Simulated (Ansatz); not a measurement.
System: HO3, net charge 0, doublet state. It need not be the lowest isomer of its formula. 
Structure (B3LYP-D3(BJ)/def2-TZVP (Ansatz, an electronic-structure program) minimum search):
```xyz
4

O      0.2900     0.1010    -1.1274
O      0.3292     0.0866     0.4185
H      1.2118     0.3656    -1.2899
O     -0.7707    -0.2333     0.8701
```
Charge 0, spin multiplicity 2.

Property: vertical electron affinity (to the singlet state of charge -1; a negative value means that the extra electron is unbound and the number depends on the basis; each state is the SCF solution reached for its spin; the UHF <S^2> is 1.14 for the doublet (pure: 0.75); for the singlet the Hartree-Fock reference is unstable and T1 is 0.025; for the doublet T1 is 0.058), in eV. Correlated levels leave the core frozen unless marked. UHF or UKS for open shells. Spin-orbit coupling is left out. No relativistic terms. Anions need diffuse functions: aug- sets have them; def2-D sets add few. CBS marks a two-point X^-3 extrapolation of the correlation energy; Hartree-Fock from the larger set. [CCSD(T)-MP2]/basis is that difference in the basis named.

```json
[
 {"level": "PBE/def2-TZVPD", "program": "Ansatz", "vertical electron affinity (eV)": "0.61"}
]
```

**Question.** What does RI-MP2/CBS(aug-cc-pVTZ,aug-cc-pVQZ)+[CCSD(T)-MP2]/aug-cc-pVTZ (Ansatz) give?

**Answer.** 0.95 eV, so PBE/def2-TZVPD differs from it by -0.34 eV.
